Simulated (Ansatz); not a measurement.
System: C6H13, charge 0, multiplicity 2. It need not be the lowest isomer of its formula. 
Coordinates optimised at B3LYP-D3(BJ)/def2-TZVP (Ansatz, a first-principles code):
SMILES: CCC(CC)[CH2]
```xyz
19

C      2.5509     0.0600    -0.3815
C      1.1358     0.4569    -0.7876
C      0.0259    -0.1986     0.0714
C      0.1351     0.1936     1.5035
C     -1.3579     0.1426    -0.5051
C     -2.5033    -0.6164     0.1575
H      2.7752     0.3763     0.6385
H      3.2914     0.5140    -1.0425
H      2.6827    -1.0240    -0.4298
H      1.0240     1.5442    -0.7313
H      0.9633     0.1796    -1.8323
H      0.1673    -1.2845    -0.0043
H      0.7091    -0.3838     2.2140
H     -0.2687     1.1424     1.8365
H     -1.3522    -0.0681    -1.5785
H     -1.5212     1.2212    -0.4050
H     -2.3726    -1.6956     0.0449
H     -2.5538    -0.4012     1.2264
H     -3.4642    -0.3491    -0.2860
```
Charge 0, spin multiplicity 2.

Total electronic energies in hartree. Cores are frozen in the correlated levels unless marked. Open shells are spin-unrestricted. No spin-orbit coupling. Non-relativistic. CBS(X,Y): correlation extrapolated as X^-3; Hartree-Fock from the larger set. The bracket is a focal-point correction in the basis named.

| level | program | energy (Eh) |
|---|---|---|
| HF/cc-pVTZ | Ansatz | -234.81619 |
| r2SCAN/def2-TZVPD | Ansatz | (withheld) |
| B97M-V/def2-TZVPD | Ansatz | (withheld) |
| PBE0/def2-QZVPP | Ansatz | (withheld) |
| HSE06/def2-TZVPD | Ansatz | -236.17911 |
| CAM-B3LYP-D3(BJ)/def2-TZVPD | Ansatz + dftd3 | -236.35854 |
| B2PLYP/def2-TZVPD | Ansatz | -236.24693 |
| CCSD(T)/STO-3G | Ansatz | -232.37559 |
| RI-MP2/CBS(cc-pVTZ,cc-pVQZ)+[CCSD(T)-MP2]/cc-pVTZ | Ansatz | -236.0857 |

Question: What belongs in the gaps?

Answer: 
- r2SCAN/def2-TZVPD, energy (Eh): -236.34087
- B97M-V/def2-TZVPD, energy (Eh): -236.49614
- PBE0/def2-QZVPP, energy (Eh): -236.21162
